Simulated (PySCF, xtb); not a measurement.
C2H6F2OSi, SMILES F[SiH](COC)F.

GFN2-xTB (xtb) at its own geometry gives an orbital gap of 6.09 eV and a dipole moment of 2.75 D.

Geometry: B3LYP-D3(BJ)/def2-SVP. This is a generated structure with no PubChem entry under its InChIKey; it may be hypothetical. One conformer was computed; it need not be the lowest.

Problem. What does PBE/def2-TZVP run with PySCF give? (Estimate from the structure and the level; the computed values follow.)

Solution. gap 5.88 eV (levels -6.37 and -0.49 eV), dipole 2.56 D.
